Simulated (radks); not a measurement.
Question: The mean radii <r> (bohr) of the occupied orbitals of an atom or ion are listed with their occupations. Method: scalar-relativistic Kohn-Sham, PBE, spin-unpolarised, spherical densities, point nucleus; computed with a radial shooting solver on a logarithmic mesh with Libxc functionals.

orbital  occ.      <r>
1s          2  0.02231
2s          2  0.09402
2p          6  0.08276
3s          2   0.2287
3p          4   0.2230

Name the element and its charge.

Answer: Z = 63, europium, charge +47: Eu47+ in [Ne] 3s2 3p4. The 1s radius gives Z: for a bare nucleus <r> = (2 gamma + 1)/(2Z) with gamma = sqrt(1 - (Z/c)^2), 0.02203 bohr for Z = 63, and screening makes it slightly larger (0.02231 here). The occupations add up to 16, and the charge is Z minus that.
